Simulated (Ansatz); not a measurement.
Program: Ansatz. Geometries: PBE0-D4/def2-TZVP. ΔE: electronic, gas phase. CCSD(T)/CBS is the MP2 limit (def2-TZVPP, def2-QZVPP) plus CCSD(T) − MP2 in def2-TZVPP, frozen cores. Functionals use def2-TZVPP. Each species was taken in one conformer, which may not be the lowest.

Consider the redistribution: `N[Si]1(Cl)CO1` + `[SiH3]O[SiH2]S` → `[SiH3]O[Si]1(Cl)CO1` + `N[SiH2]S`.

| level | ΔE (kJ/mol) |
| --- | --- |
| PBE-D4 | 14.7 |
| r2SCAN-D4 | 15.3 |
| PBE0-D4 | 14.9 |
| ωB97X-V | 15.5 |

(1) What does CCSD(T)/CBS give? (An estimate is asked.)

Largest T1 diagnostic among the species: 0.012.

Results:

(1) Computed: +14.9 kJ/mol. The listed levels differ from it by -0.2, 0.4, 0.0, 0.6 kJ/mol.
